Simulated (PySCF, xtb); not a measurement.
silene (CH₄Si), SMILES C=[SiH2].

Harmonic wavenumbers (cm⁻¹) from xtb with GFN2-xTB at its own minimum, in rising order: 394, 424, 443, 629, 770, 811, 1118, 1412, 2286, 2320, 3077, 3104.

**Question.** What does PySCF 2.14.0 with B3LYP-D3(BJ)/def2-TZVP give at its own minimum? (Estimate from the structure and the level; the computed values follow.)

**Answer.** 464, 484, 730, 780, 834, 943, 1001, 1401, 2268, 2289, 3150, 3235. Paired by order, the mean absolute difference is 95 cm⁻¹ and the zero-point energies are 24.0 and 25.1 kcal/mol.
